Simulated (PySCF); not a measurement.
C2H8AlP. Atoms are numbered in the order given.

```xyz
12

Al    -0.3408     0.0848    -0.2819
C     -1.8591    -1.1474    -0.3864
H     -2.0631    -1.4341    -1.4326
H     -2.7760    -0.6534    -0.0188
H     -1.7227    -2.0711     0.1967
C     -0.2800     1.7313    -1.3412
H      0.2269     1.5405    -2.3044
H      0.2845     2.5358    -0.8429
H     -1.2856     2.1133    -1.5816
P      1.3781    -0.3347     1.2481
H      2.4258     0.1010     0.3797
H      1.5029    -1.7182     0.9135
```

Coordinates come from a PBE0-D3(BJ)/def2-SVP optimisation. The structure was generated by enumeration; whether it is a known compound was not checked. One conformer was computed; it need not be the lowest.

Level of theory: C-PCM-B3LYP/def2-SVP (PySCF 2.14.0).

The values are the electrostatic part of the solvation free energy, E(continuum) − E(gas) at the gas-phase geometry, in a cavity of scaled van der Waals radii (PySCF's table); cavitation and dispersion terms are not included. A continuum can't describe solvent molecules that bind to the metal. In vacuum the orbital gap is 5.59 eV. The dipole moment in vacuum is 1.44 D.

Computed values in water (ε = 78.36), ethylethanoate (ε = 5.99), tetrahydrofuran (ε = 7.43):
```json
[
 {"solvent": "water", "ε": "78.36", "ΔG(elec) (kcal/mol)": "-3.7", "dipole (D)": "2.07", "gap (eV)": "6.02"},
 {"solvent": "ethylethanoate", "ε": "5.99", "ΔG(elec) (kcal/mol)": "-3.0", "dipole (D)": "1.94", "gap (eV)": "5.94"},
 {"solvent": "tetrahydrofuran", "ε": "7.43", "ΔG(elec) (kcal/mol)": "-3.1", "dipole (D)": "1.97", "gap (eV)": "5.95"}
]
```
